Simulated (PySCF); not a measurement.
BaCl2, triplet, geometry from GFN2-xTB (such geometries of metal compounds can be far from the true shape) (a higher spin typed on purpose: for a closed-shell molecule this is an excited state) (core potentials on Ba). Base run: DF-PBE0/def2-TZVP (PySCF).

Here is a job for PySCF.
```python
from pyscf import gto, scf, dft

mol = gto.M(
    atom='''
Ba    0.44788778    0.54476636    0.61738641
Cl    0.18854724   -0.67339834   -1.88635514
Cl   -1.66394230   -1.12112614   -0.14738832
''',
    basis='def2-tzvp',
    ecp={'Ba': 'def2-tzvp'},
    spin=2,
    verbose=4,
)

mf = dft.UKS(mol)
mf.xc = 'pbe0'
mf = mf.density_fit(auxbasis='def2-universal-jkfit')
mf.kernel()
mf.analyze()
```

Variants of this job, named by their change:

```tsv
change	basis functions	E (Eh)	HOMO (eV)	dipole (D)
base	114	-945.64894	-3.52	3.62
basis = x2c-TZVPall; relativity = none (without ecp={'Ba': 'def2-tzvp'}; without mf = mf.density_fit(auxbasis='def2-universal-jkfit'))	143	-8698.69627	-3.23	4.56
basis = jorge-DZP-DKH; relativity = spin-free X2C; nucleus = Gaussian (with nucmod='G'; without ecp={'Ba': 'def2-tzvp'}; without mf = mf.density_fit(auxbasis='def2-universal-jkfit'))	89	-9027.98364	-3.66	5.02
basis = x2c-SVPall; relativity = spin-free X2C; nucleus = Gaussian (with nucmod='G'; without ecp={'Ba': 'def2-tzvp'}; without mf = mf.density_fit(auxbasis='def2-universal-jkfit'))	90	-9056.75173	-3.55	3.02
basis = jorge-DZP-DKH; relativity = spin-free X2C (without ecp={'Ba': 'def2-tzvp'}; without mf = mf.density_fit(auxbasis='def2-universal-jkfit'))	89	-9028.25614	-3.66	5.03
basis = jorge-DZP-DKH; relativity = none (without ecp={'Ba': 'def2-tzvp'}; without mf = mf.density_fit(auxbasis='def2-universal-jkfit'))	89	-8489.45334	-3.35	2.97
basis = x2c-SVPall; relativity = spin-free X2C (without ecp={'Ba': 'def2-tzvp'}; without mf = mf.density_fit(auxbasis='def2-universal-jkfit'))	90	-9057.02787	-3.55	3.02
basis = x2c-TZVPall; relativity = spin-free X2C; nucleus = Gaussian (with nucmod='G'; without ecp={'Ba': 'def2-tzvp'}; without mf = mf.density_fit(auxbasis='def2-universal-jkfit'))	143	-9057.41354	-3.51	3.46
basis = x2c-SVPall; relativity = none (without ecp={'Ba': 'def2-tzvp'}; without mf = mf.density_fit(auxbasis='def2-universal-jkfit'))	90	-8519.84252	-2.72	6.47
basis = x2c-TZVPall; relativity = spin-free X2C (without ecp={'Ba': 'def2-tzvp'}; without mf = mf.density_fit(auxbasis='def2-universal-jkfit'))	143	-9057.71182	-3.51	3.46
```

Totals shift with the method and basis; they matter in differences.

Open shells are given as the SCF converged; they aren't shown to be the lowest states, and a large step between rows can be another state.

Basis sets contracted for a relativistic Hamiltonian are a mismatch without it, so the rows without relativity aren't non-relativistic limits. No row has spin-orbit coupling; sets with core potentials leave out the core electrons.
